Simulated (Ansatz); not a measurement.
Two isomers of CH8OSi3: A = `C[SiH]1[SiH2]O[SiH2]1`, B = `O=C[SiH]([SiH3])[SiH3]`.

Gas-phase electronic energies from Ansatz, PBE0-D4/def2-TZVP geometries. CCSD(T)/CBS is the MP2 limit (def2-TZVPP, def2-QZVPP) plus CCSD(T) − MP2 in def2-TZVPP, frozen cores. Functionals use def2-TZVPP. B3LYP here is the variant with VWN-RPA as its local correlation; programs differ in this. One conformer a species, not always the lowest.

A:

Z-matrix (Å, degrees):
```
Si
Si 1 2.358
Si 1 2.723 2 54.7
O 1 1.675 2 90.3 3 1.0
H 1 1.488 2 118.8 3 114.7
H 1 1.490 2 117.4 3 -112.4
C 2 1.877 1 120.0 3 114.1
H 2 1.490 1 114.8 3 -109.1
H 3 1.490 1 122.8 2 -102.4
H 3 1.488 1 125.2 2 102.9
H 7 1.092 2 110.6 1 -161.9
H 7 1.092 2 110.6 1 78.2
H 7 1.091 2 110.8 1 -41.8
```

B:

Z-matrix (Å, degrees):
```
Si
C 1 1.931
Si 1 2.338 2 108.6
Si 1 2.343 2 106.9 3 -120.7
H 1 1.492 2 108.1 3 122.3
O 2 1.204 1 122.2 3 28.0
H 2 1.116 1 118.3 3 -153.3
H 3 1.488 1 109.1 2 174.7
H 3 1.486 1 110.4 2 54.9
H 3 1.485 1 109.6 2 -66.1
H 4 1.486 1 109.3 2 62.9
H 4 1.488 1 110.5 2 -57.2
H 4 1.487 1 109.8 2 -177.4
```

Task: Which is lower in electronic energy at CCSD(T)/CBS, and by how much? (An estimate is asked.)

Result: Computed: A, by 304.3 kJ/mol.

Task: Give E(B) − E(A) in kJ/mol with PBE-D4, PBE0-D4, r2SCAN-D4, B3LYP, CCSD/def2-TZVPP, MP2/def2-TZVPP, B3LYP-D4. (An estimate is asked.)

Result: Computed: PBE-D4 276.5, PBE0-D4 297.4, r2SCAN-D4 299.4, B3LYP 279.7, CCSD/def2-TZVPP 296.9, MP2/def2-TZVPP 316.4, B3LYP-D4 282.6. None reverses the order clearly.

Largest T1 diagnostic: 0.016.

From PBE to PBE0 (25 % exact exchange), in def2-TZVPP and without D4, E(B) − E(A) moves by +21.4 kJ/mol. In def2-TZVPP, CCSD(T) changes the Hartree–Fock value by +8.1 kJ/mol (the triples alone add −2.6 kJ/mol) and MP2 by +30.2 kJ/mol.
